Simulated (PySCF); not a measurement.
**Copper: a sound run and one with changed settings**

Sound run: Cu⁺ [Ar] 3d10, Cu²⁺ [Ar] 3d9. Calculation: PySCF 2.14, in aug-cc-pVDZ-DK (7s6p4d2f, 59 functions); the spin-free X2C one-electron Hamiltonian (Gaussian nucleus). In the sound run the correlated levels freeze [Ar]. The sound run starts from symmetry-adapted Hartree-Fock orbitals and uses a fine grid where one is needed.

Changed run: all electrons correlated in a basis built for the valence shell.

| species | method | sound run (hartree) | changed run (hartree) | converged |
| --- | --- | --- | --- | --- |
| Cu⁺ | MP2 | -1653.33166 | -1653.57531 | yes |
| Cu²⁺ | MP2 | -1652.57123 | -1652.79497 | yes |

Ionisation energy of Cu⁺:

| method | sound run (eV) | changed run (eV) |
| --- | --- | --- |
| UHF | 17.177 | 17.177 |
| MP2 | 20.692 | 21.234 |
| SCS-MP2 | 20.254 | 20.675 |

A valence basis has no tight correlating functions, so it recovers only part of the core correlation, and not evenly between atom and ion.

For comparison, NIST gives 20.292 eV between the lowest levels.
